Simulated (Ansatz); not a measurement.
Input file for Ansatz (an electronic-structure program): R-B3LYP/def2-TZVPP on H4Sn (SMILES [SnH4]), atoms moved off the minimum. Elements past Kr take the def2 small-core potentials; no spin–orbit coupling.

Ansatz 0.2 input:
```yaml
crystal:
  periodic: [false, false, false]
  atoms:
    - {symbol: Sn, position_ang: [-0.16044065, 0.12660933, 0.04754983]}
    - {symbol: H, position_ang: [-1.08987705, 1.14474236, -0.33861077]}
    - {symbol: H, position_ang: [0.24721792, -1.10712436, -1.23715688]}
    - {symbol: H, position_ang: [-0.54969106, -0.74324578, 1.44491570]}
    - {symbol: H, position_ang: [1.51123921, 0.62086744, 0.29797673]}
basis:
  gaussian:
    orbitals: def2-TZVPP
hamiltonian:
  xc: {name: B3LYP}
scf: {lower_state_search: off}
output: {forces: true}
```

Output:

```
WARN ansatz: RAYON_NUM_THREADS=1 ignored (pool sized by the plan → 1); use --threads N
Functional definition: B3LYP
these checks for a lower state are left out or cut short: stability, starts, cluster_reference, orbital_swaps, neighbouring_geometries, increment
integrals: 0.02 GiB planned
668 factors; their error is unknown
mean field: 0.27 GiB planned
mean field evaluation 1: about -5896.5144 eV, gradient 1.3e1 eV
mean field evaluation 2: about -5896.8976 eV, gradient 7.0e0 eV
mean field evaluation 4: about -5896.9953 eV, gradient 6.2e-2 eV
mean field evaluation 8: about -5897.0546 eV, gradient 1.2e-2 eV
mean field evaluation 16: about -5897.0546 eV, gradient 3.0e-5 eV
mean field -5897.05464760 eV, -216.7127611320 hartree, gradient 1.7e-6 eV, S^2 0.000000; 0 other end points of the search recorded, 0 dependent functions left out
the calculation of the forces begins
reference -5897.05489972 eV, -216.7127703974 hartree; 13, 13 occupied and 93, 93 virtual orbitals, 668 factors
Total energy: -5897.05489972 eV, -216.7127703974 hartree
Atom 0 at    -0.160441     0.126609     0.047550 Å, force     5.797349    -5.627090     0.864388 eV/Å
Atom 1 at    -1.089877     1.144742    -0.338611 Å, force    -4.297306     4.730711    -1.820760 eV/Å
Atom 2 at     0.247218    -1.107124    -1.237157 Å, force    -0.625965     0.791934     0.750585 eV/Å
Atom 3 at    -0.549691    -0.743246     1.444916 Å, force    -0.213750    -0.075724     0.166281 eV/Å
Atom 4 at     1.511239     0.620867     0.297977 Å, force    -0.660327     0.180170     0.039507 eV/Å
Dipole moment:    -0.193683     0.159206     0.014894 e Å
Checks for a lower state left out: stability, starts, cluster_reference, orbital_swaps, neighbouring_geometries, increment
```

The run converged.

Cost: around 1.5 core-seconds (rough).
